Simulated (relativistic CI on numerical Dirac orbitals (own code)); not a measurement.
# Ti III: calculation against measurement

Method of calculation: Dirac-Coulomb-Breit CI, orbitals from a KLI potential per configuration, QED by a radiative potential, valence Slater integrals scaled by 0.85, configuration energies shifted to the measured levels that pair with them (semi-empirical) (own radial code, finite nucleus).

Configuration list (outside the closed core [Ne] 3s2): 3p⁶3d², 3p⁶3d4s, 3p⁶3d4p, 3p⁶4s², 3p⁶3d4d, 3p⁶3d5s, 3p⁶4s4p, 3p⁶3d5p, 3p⁶3d4f, 3p⁶3d5d, 3p⁶3d5f, 3p⁶3d5g, 3p⁵3d³, 3p⁶4p², 3p⁶4s4d. Levels of other configurations are missing.

```
Configuration  Term (tabulated)  J  Measured (cm⁻¹)  Computed  Error  Purity (%)
       3p⁶3d²                3F  2              0.0         0      0         100
       3p⁶3d²                3F  3            184.9       160    -25         100
       3p⁶3d²                3F  4            420.4       364    -56         100
       3p⁶3d²                1D  2           8473.5      9417    944          99
       3p⁶3d²                3P  0          10538.4     11430    892         100
       3p⁶3d²                3P  1          10603.6     11486    882         100
       3p⁶3d²                3P  2          10721.2     11584    862          99
       3p⁶3d²                1G  4          14397.6     14826    429         100
       3p⁶3d²                1S  0          32475.5     34501   2025          98
      3p⁶3d4s                3D  2          38198.9     38199      0         100
      3p⁶3d4s                3D  3          38426.0     38403    -23         100
      3p⁶3d4s                1D  2          41704.3     41878    174          99
      3p⁶3d4p               1D°  2          75198.2     75508    310          98
      3p⁶3d4p               3D°  1          77000.2     77039     39         100
      3p⁶3d4p               3D°  2          77167.4     77196     28          89
      3p⁶3d4p               3F°  2          77421.9     77446     24          88
      3p⁶3d4p               3D°  3          77424.4     77431      7          87
      3p⁶3d4p               3F°  3          77746.4     77740     -7          87
      3p⁶3d4p               3F°  4          78158.6     78117    -42         100
      3p⁶3d4p               3P°  1          80939.2     80849    -90          99
      3p⁶3d4p               3P°  0          80944.9     80851    -94         100
      3p⁶3d4p               3P°  2          81024.5     80927    -98         100
      3p⁶3d4p               1F°  3          83116.9     83334    217         100
      3p⁶3d4p               1P°  1          83796.9     83690   -107          97
       3p⁶4s²                1S  0         102665.1    102665      0          95
      3p⁶3d4d                1F  3         127790.6    127882     91          97
      3p⁶3d4d                3D  1         128433.4    128433      0          97
      3p⁶3d4d                3D  2         128546.4    128535    -11         100
      3p⁶3d4d                3D  3         128689.7    128669    -21          98
      3p⁶3d4d                3G  3         129093.3    129013    -80          99
      3p⁶3d4d                3G  4         129252.7    129161    -92         100
      3p⁶3d4d                1P  1         129253.4    129300     46          96
      3p⁶3d4d                3G  5         129469.4    129362   -108         100
      3p⁶3d4d                3S  1         130739.8    130603   -136          99
      3p⁶3d4d                3F  2         133065.2    133437    371          99
      3p⁶3d4d                3F  3         133207.1    133573    366         100
      3p⁶3d4d                3F  4         133371.1    133729    358         100
      3p⁶3d5s                3D  1         133898.5    133898      0         100
      3p⁶3d5s                3D  2         133999.8    134001      1          95
      3p⁶3d5s                3D  3         134275.1    134243    -32         100
      3p⁶3d4d                3P  0         135541.5    135563     22          99
      3p⁶3d4d                3P  1         135601.5    135620     18          99
      3p⁶3d4d                3P  2         135721.5    135745     23          79
      3p⁶3d4d                1G  4         136339.7    136302    -38          99
      3p⁶4s4p               3P°  0         137258.9    137267      8          99
      3p⁶4s4p               3P°  1         137487.8    137488      0          99
      3p⁶4s4p               3P°  2         137961.2    137940    -22          99
      3p⁶3d4d                1S  0         140019.2    139609   -411          95
      3p⁶3d5p               1D°  2         147212.8    147233     20          90
      3p⁶3d5p               3D°  1         147562.1    147535    -27          99
      3p⁶3d5p               3D°  2         147749.9    147705    -45          92
      3p⁶3d5p               3F°  2         147931.5    147911    -20          93
      3p⁶3d5p               3F°  3         148111.1    148077    -34          99
      3p⁶3d5p               3F°  4         148410.2    148347    -64         100
      3p⁶3d5p               3P°  0         149019.8    149096     76          99
      3p⁶3d5p               3P°  2         149268.0    149322     54          99
      3p⁶3d5p               1P°  1         149403.5    149769    365          86
      3p⁶3d5p               1F°  3         149655.8    149932    276          99
      3p⁶3d4f               1G°  4         158285.3    158291      6          85
      3p⁶3d4f               3F°  2         158536.6    158540      3          93
      3p⁶3d4f               3F°  3         158557.8    158554     -3          70
      3p⁶3d4f               3G°  3         158740.9    158733     -8          67
```

Measured levels from Corliss and Sugar, J. Phys. Chem. Ref. Data 8, 1 (1979); pairs were made by configuration, J and term (by order where the table uses no LS term), so strongly mixed levels may be paired wrongly.

Mean error by configuration (cm⁻¹): 3p⁶3d² 744; 3p⁶3d4s 50; 3p⁶3d4p 16; 3p⁶4s² 0; 3p⁶3d4d 23; 3p⁶3d5s -11; 3p⁶4s4p -4; 3p⁶3d5p 60; 3p⁶3d4f -1. Over the excited levels the mean absolute error is 174 cm⁻¹ (61 of the 64 excited levels that our extract of the source holds in range could be paired, and the others can miss by more), and the median relative error of those above 1,000 cm⁻¹ is 0.037 %, both after the shifts were fitted to these levels, so that a configuration with one level shows no error.

Configurations whose levels could be paired with our table of measured levels were shifted onto them, all but the ground configuration, by the median error of their levels; single terms can still be off by 1,000 to 2,000 cm⁻¹ or more, and rates follow the energies as ν³ (E1, M1) or ν⁵ (E2). The others borrow a shift and can be off by several thousand cm⁻¹ or more. The fine structure of a lone outer electron comes out too small, for d and f at times inverted, and misplaced configurations move strength between like terms. 61 of the 64 excited levels that our extract of the measured tables holds in this range could be paired (the sources list more); they are missed by 174 cm⁻¹ on average and 2025 at most, after the shifts were fitted to these levels, and levels without a partner can miss by more.

Shifts applied (cm⁻¹): 3p⁶3d² 0; 3p⁶3d4s -1749; 3p⁶3d4p -781; 3p⁶4s² -3088; 3p⁶3d4d 697; 3p⁶3d5s 646; 3p⁶4s4p -1253; 3p⁶3d5p 580; 3p⁶3d4f -1125.
